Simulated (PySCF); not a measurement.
All values are calculated (PySCF 2.14): NMR shieldings at PBE0/pcSseg-1/GIAO, structure optimised with GFN2-xTB. A single conformation, no solvent model, non-relativistic Hamiltonian, fast rotation and ring inversion assumed for equivalent nuclei.

Chemical shifts δ = σref − σ; ¹H, ¹³C against TMS, all at this level. Shifts are as computed. Against solution values, carbons near 30 ppm lie about +3 ppm off and those near 130 ppm about +5 ppm; carbons on Cl a further +6 ppm. Of 1211 compounds with measured shifts, 218 miss one by over three times the rms of a fit or turn the order of signals round; such compounds aren't used in these exercises. Carbons bonded to Cl come out too deshielded.

Task: Order these molecules by the shift of their most deshielded carbon, lowest δ first.
A. CO/C=C/C1=CCOC1=O
B. CC(C)[Si@H]([SiH3])Cl
C. CC(C)c1cnccp1

Result: B (24.2 ppm, sp3 CH bonded to Si), A (177.6 ppm, ester carbonyl carbon), C (184.2 ppm, substituted aromatic carbon).

Task: Order these molecules by the shift of their most deshielded carbon-bound hydrogen, lowest δ first.
A. CC(C)[Si@H]([SiH3])Cl
B. CC(C)c1cnccp1
C. CO/C=C/C1=CCOC1=O

Result: A (1.43 ppm, hydrogen on an sp3 CH bonded to Si), C (7.59 ppm, hydrogen on an alkene carbon bearing oxygen), B (9.44 ppm, hydrogen on an aromatic CH next to a ring nitrogen).

Task: How many ¹³C and ¹H signals does each give (equivalence by symmetry and fast rotation, but not about amide C–N or C=N bonds)? `CO/C=C/C1=CCOC1=O`, `CC(C)c1cnccp1`, `C#CPc1ccc(Cl)cc1`, `CC(C)[Si@H]([SiH3])Cl`

Result: CO/C=C/C1=CCOC1=O: 7 C, 5 H; CC(C)c1cnccp1: 6 C, 5 H; C#CPc1ccc(Cl)cc1: 6 C, 4 H; CC(C)[Si@H]([SiH3])Cl: 3 C, 5 H.
